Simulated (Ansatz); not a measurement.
Molecule: CH$_{2}$NO, net charge 1, singlet state. It need not be the lowest isomer of its formula. SMILES: C(=O)=[NH2+]
Geometry from a B3LYP-D3(BJ)/def2-TZVP (Ansatz, a quantum-chemistry and plane-wave program) optimisation:
```xyz
5

N     -1.0662     0.2609     0.2152
C      0.1427    -0.0349    -0.0288
O      1.2156    -0.2974    -0.2454
H     -1.6361    -0.3425     0.8095
H     -1.4816     1.1053    -0.1801
```
Charge +1, spin multiplicity 1.

Parts of the frozen-core correlation energy in STO-3G (Ansatz, hartree). Frozen orbitals: 3; correlated occupied orbitals by spin: 8 and 8; virtual: 6 and 6. Spin-orbit coupling is left out. No relativistic terms.

```tsv
term	value
reference (HF)	-165.87895
MP2 opposite-spin	-0.14770
MP2 same-spin	-0.04476
CCSD correlation	-0.20643
(T)	-0.00862
FCI minus CCSD(T)	-0.00121
T1 diagnostic	0.017
largest doubles amplitude	0.121
```
